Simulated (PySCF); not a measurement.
# Bond lengths and vibrations by method: AlGeH3NO cation

All numbers below are calculated, not measured. They come from PySCF 2.14.0, an open-source quantum chemistry program, on an isolated molecule that a program drew, which may never have been made. The molecule is AlGeH3NO cation (charge +1, singlet), drawn as the SMILES string `[NH]=[GeH][Al+][OH]`.

The geometry was optimised and harmonic frequencies were computed with HF and MP2, all in the cc-pV(D+d)Z basis, for the commonest isotopes, with a restricted reference for singlets and an unrestricted one otherwise, and a frozen core in MP2. Germanium has the cc-pVDZ-PP basis, with a core potential (ECP10MDF) in place of its 10 inner electrons, and its 3s, 3p and 3d shells are frozen in MP2. Each result is a local minimum of its method.

Geometry at the HF minimum:
```xyz
7
AlGeH3NO cation, angstrom
N    -2.6282    0.2353    3.1205
Ge   -1.6519   -0.3956    1.9337
Al    0.3887    0.9288    1.1123
O     1.6371    1.8291    0.6661
H    -2.4170    1.1388    3.5165
H    -1.7841   -1.7114    1.2150
H     2.3685    2.3653    0.4098
```

Lengths of the bonds as drawn, in Å (atoms numbered as above):
```
   bond     HF    MP2
 N1-Ge2  1.661  1.732
Ge2-Al3  2.568  2.560
 Al3-O4  1.603  1.625
  N1-H5  1.009  1.037
 Ge2-H6  1.505  1.519
  O4-H7  0.942  0.960
```

Rotational constants, in GHz:
```
constant     HF    MP2
       A  16.95  16.51
       B  1.361  1.338
       C   1.26  1.238
```

Harmonic frequencies in cm^-1, each column in rising order, so a row needn't be the same motion in every method:
| rank | HF | MP2 |
|---|---|---|
| 1 | 89 | 67 |
| 2 | 125 | 101 |
| 3 | 185 | 165 |
| 4 | 234 | 222 |
| 5 | 299 | 273 |
| 6 | 378 | 283 |
| 7 | 379 | 318 |
| 8 | 699 | 654 |
| 9 | 781 | 724 |
| 10 | 855 | 772 |
| 11 | 1027 | 904 |
| 12 | 1077 | 1023 |
| 13 | 2344 | ? |
| 14 | 3780 | 3446 |
| 15 | 4234 | 3987 |

**Estimate the missing MP2 frequency from the HF column.**

A single factor s that minimises the squared misfit of MP2 against s times HF over the other rows is sum(HF x MP2) / sum(HF^2) = 0.9260, with an rms misfit of 35 cm^-1. For rank 13 it gives 0.9260 x 2344 = 2171 cm^-1. The calculation gives 2262 cm^-1, 91 cm^-1 above the estimate. The drawn bonds are on average 1.8 % longer in MP2 than in HF.
